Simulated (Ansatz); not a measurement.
CH4BeO (SMILES [BeH][O]C), singlet, geometry from GFN2-xTB (such geometries of metal compounds can be far from the true shape); R2SCAN/def2-TZVPP (Ansatz, an electronic-structure program).

The Ansatz input:
Ansatz 0.2 input:
```yaml
crystal:
  periodic: [false, false, false]
  atoms:
    - {symbol: Be, position_ang: [0.12391889, -0.15518727, 1.60204972]}
    - {symbol: H, position_ang: [0.15757459, -0.27668046, 2.85871775]}
    - {symbol: O, position_ang: [0.03277566, -0.02239719, 0.23991904]}
    - {symbol: C, position_ang: [-0.08981753, 0.10751258, -1.11641809]}
    - {symbol: H, position_ang: [-0.10056611, 1.16690480, -1.40036807]}
    - {symbol: H, position_ang: [0.74803950, -0.38181983, -1.62783318]}
    - {symbol: H, position_ang: [-1.02402372, -0.35355335, -1.45955922]}
basis:
  gaussian:
    orbitals: def2-TZVPP
hamiltonian:
  xc: r2scan
```

Problem. Write the output that Ansatz gives for this input, abridged.

Solution. 
```
Functional definition: r2SCAN
708 factors; their error is unknown
mean field evaluation 1: about -3543.5100 eV, gradient 6.1e1 eV
mean field evaluation 2: about -3510.7386 eV, gradient 1.4e2 eV
mean field evaluation 4: about -3550.5711 eV, gradient 8.6e0 eV
mean field evaluation 8: about -3550.7011 eV, gradient 4.0e-1 eV
mean field evaluation 16: about -3550.7012 eV, gradient 6.4e-6 eV
mean field -3550.70123689 eV, -130.4858637039 hartree, gradient 6.4e-6 eV, S^2 0.000000; 0 other end points of the search recorded, 0 dependent functions left out
reference -3550.70125233 eV, -130.4858642715 hartree; 11, 11 occupied and 126, 126 virtual orbitals, 708 factors
Total energy: -3550.70125233 eV, -130.4858642715 hartree
```
